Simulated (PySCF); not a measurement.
# Ar²⁺: ionisation energy

Ar²⁺ [Ne] 3s2 3p4 (3P) → Ar³⁺ [Ne] 3s2 3p3 (4S), as a difference of total energies. Computed with PySCF 2.14 in Sapporo-DZP-2012 (5s4p2d, 27 functions), with the spin-free X2C one-electron Hamiltonian (Gaussian nucleus). Correlated levels: valence: [Ne] frozen. The calculations carry no spin-orbit coupling.

Problem. Order these methods by the ionisation energy they give, lowest first.
A. PBE0
B. MP2 (valence)
C. CCSD (valence)
D. LDA

Solution. B (39.951 eV), C (39.974 eV), A (40.832 eV), D (40.956 eV).

The reference lies between the lowest fine-structure levels, while these numbers refer to the centres of the terms.

Errors of the correlated levels include the incompleteness of this basis and the frozen core.

For comparison: 40.735 ± 0.012 eV (semi-empirical (NIST evaluation); NIST Atomic Spectra Database, ionization energies).
